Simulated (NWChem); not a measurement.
# TiNH₂SF; SMILES [S]=[Ti]([F])[NH2]

```xyz
6

Ti    -0.0266    -0.3114    -0.0975
S     -0.1943     1.7379     0.0365
F     -1.4330    -1.3671     0.0836
N      1.7212    -0.9199     0.0687
H      2.0040    -1.8947     0.1654
H      2.5369    -0.3179     0.1633
```
Atoms are numbered in this order, from 1.

All runs use the structure optimised with PBE0/def2-SVP.

### Question
List the 4 lowest vertical singlet excitations from BHandHLYP/def2-SVP, TDA (NWChem).

### Answer
| state | energy (eV) | oscillator strength | leading excitation (squared amplitude) |
|---|---|---|---|
| S1 | 2.70 | 0.008 | HOMO → LUMO (0.54) |
| S2 | 2.71 | 0.010 | HOMO−1 → LUMO (0.50) |
| S3 | 3.16 | 0.000 | HOMO−2 → LUMO (0.79) |
| S4 | 3.18 | 0.000 | HOMO → LUMO+1 (0.97) |
